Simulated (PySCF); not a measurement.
**Computed properties of C₃H₃F₃, SMILES F[C@H]1CC1(F)F**

C3H3F3, SMILES [C@@H]1(F)C(C1)(F)F. Geometry: PBE0-D3(BJ)/def2-SVP. The structure was generated by enumeration; whether it is a known compound was not checked. One conformer was computed; it need not be the lowest. All values are computed for the isolated molecule unless a solvent is named; none is compared with measurement here.

**Structure.** All 21 harmonic modes at PBE0-D3(BJ)/def2-SVP (PySCF) are real, so it is a minimum. With heavy atoms numbered as in [F:1][C@H:2]1[CH2:3][C:4]1([F:5])[F:6], the shortest bond between them is C4–F5 at 1.332 Å and the longest C2–C3 at 1.519 Å.

**Vibrations.** The strongest infrared lines (harmonic, unscaled, degenerate partners summed) lie at 1314 cm⁻¹ (189 km/mol, C 59 %, H 28 %, F 14 %), 1564 cm⁻¹ (122 km/mol, C 83 %, H 11 %), 1363 cm⁻¹ (90 km/mol, H 45 %, C 45 %, F 10 %). The softest mode is at 190 cm⁻¹ and the zero-point energy is 36.7 kcal/mol.

**Electronic structure.** r2SCAN/def2-TZVP (PySCF) places the frontier levels at -7.09 and 0.37 eV, a gap of 7.46 eV, and gives a dipole moment of 2.10 D and a mean polarisability of 35.6 bohr³. PBE/def2-TZVP (PySCF) at the same geometry gives -6.79 and -0.10 eV, so its gap is 0.77 eV narrower. An orbital gap is neither the optical nor the fundamental gap.

**Excitations.** TDDFT-ωB97X/def2-SVPD (PySCF) has S1 at 8.03 eV (154 nm, f = 0.001, dark); the most intense of the 10 singlets computed lies at 10.47 eV (f = 0.15). T1 (TDA) is at 7.53 eV. TDDFT-PBE/def2-SVPD (PySCF) puts S1 at 6.76 eV. No vertical singlet excitation falls in the visible range (under 3.1 eV).

**NMR.** GIAO shifts at KT2/pcSseg-1 (PySCF) (non-relativistic, atoms alike by connectivity averaged): ¹³C from 22.3 to 113.2 ppm against TMS; ¹H from 1.7 to 4.8 ppm against TMS; ¹⁹F from -273.4 to -185.9 ppm against CFCl3.

**Solvation.** SMD-B3LYP/6-31G* (PySCF) gives -0.2 kcal/mol in water, -3.4 kcal/mol in chloroform, -2.5 kcal/mol in dimethylsulfoxide (1 M in both phases, gas-phase geometry); of these solvents chloroform holds the molecule best.
